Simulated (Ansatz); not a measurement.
One change: `N#CB(F)Cl` becomes `COB(F)Cl`.

Ansatz, PBE0-D4/def2-TZVP geometries, multiplicity 1. Each molecule was computed in one conformer, which needn't be the lowest.

```csv
property,`N#CB(F)Cl`
HOMO–LUMO gap (PBE/def2-TZVPP) / eV,5.05
size of the dipole moment (ωB97M-V/def2-TZVPP) / D,2.22
LUMO energy (PBE/def2-TZVPP) / eV,-3.63
size of the dipole moment (B3LYP/def2-TZVPP) / D,2.21
LUMO energy (ωB97M-V/def2-TZVPP) / eV,-0.51
LUMO energy (PBE0/def2-TZVPP) / eV,-2.71
```

Question: What does the change do to each property? (Estimate.)

Answer: The calculation gave: 
```tsv
property	`COB(F)Cl`	shift
HOMO–LUMO gap (PBE/def2-TZVPP) / eV	7.30	2.25
size of the dipole moment (ωB97M-V/def2-TZVPP) / D	2.41	0.19
LUMO energy (PBE/def2-TZVPP) / eV	-0.48	3.15
size of the dipole moment (B3LYP/def2-TZVPP) / D	2.43	0.22
LUMO energy (ωB97M-V/def2-TZVPP) / eV	2.20	2.71
LUMO energy (PBE0/def2-TZVPP) / eV	0.57	3.28
```

With PBE0 the HOMO rises by 0.85 eV and the LUMO rises by 3.28 eV, so the gap widens by about 2.43 eV. PBE moves the HOMO by 0.90 eV and ωB97M-V by 0.81 eV. The zero-point energy changes by 91.2 kJ/mol with +9 modes. Dipoles are sizes alone; their direction can turn.

B3LYP here is the variant with VWN-RPA as its local correlation; programs differ in this.
